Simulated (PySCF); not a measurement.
## Worked example: oscillator strength and radiative lifetime

Si(F)(Me)(OH)(NH2) (CH₆FNOSi), SMILES C[Si](O)(F)N.

The structure is a stationary point at ωB97X-D3(BJ)/def2-SVP. The structure was generated by enumeration, and PubChem lists no compound with its InChIKey, so it may never have been made. One conformer was computed; it need not be the lowest.

TDA-PBE/def2-SVPD run with PySCF puts the first singlet state with f over 0.02 at 6.97 eV (vertical), with the transition dipole (-0.511, 0.345, -0.155) in atomic units.

Find the oscillator strength, the wavelength and the radiative lifetime that this transition would have in vacuum if emission retraced absorption.


|μ|² = 0.4042 au, so |μ| = 1.62 D. ΔE = 6.97/27.211 = 0.2561 hartree. f = (2/3) ΔE |μ|² = 0.069 (the program prints 0.069).
λ = 1239.84/6.97 = 178 nm; ν = 56217 cm⁻¹.
Einstein's coefficient A = 0.6670 ν² f s⁻¹ (ν in cm⁻¹) = 1.5e8 s⁻¹, so τ = 1/A = 6.9 ns. This state is S3; the lower singlets have f = 0.020, 0.018. The figure is the radiative limit of this one transition; relaxation, internal conversion, crossing to triplets and a medium change what is measured.
